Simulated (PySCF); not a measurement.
Computed shifts of a molecule C₂H₆ClFSi, PBE/pcSseg-1 run with PySCF, GIAO, gas phase, atoms alike by connectivity averaged where their shifts nearly agree, in ppm (number of nuclei): ¹³C: 5.4 (2). ²⁹Si: 43.8 (1). ¹⁹F: -166.2 (1). ¹H: 0.73 (6). References: ¹³C against TMS (σ = 182.0 ppm); ²⁹Si against TMS (σ = 335.4 ppm); ¹⁹F against CFCl3 (σ = 133.6 ppm); ³⁵Cl against HCl (σ = 936.5 ppm); ¹H against TMS (σ = 31.49 ppm), references at their B3LYP-D3(BJ)/def2-TZVP geometries, non-relativistic (without spin–orbit terms, shifts of atoms bonded to Cl or Br come out too high). Geometry optimised at ωB97X-D3(BJ)/def2-SVP. The values are those of a single conformer.

Task: Identify the compound among the candidates.
A. CC[Si@@H](F)Cl
B. F[SiH2]CCCl
C. F[C@H]([SiH3])CCl
D. C[Si](C)(F)Cl

Result: D, C[Si](C)(F)Cl
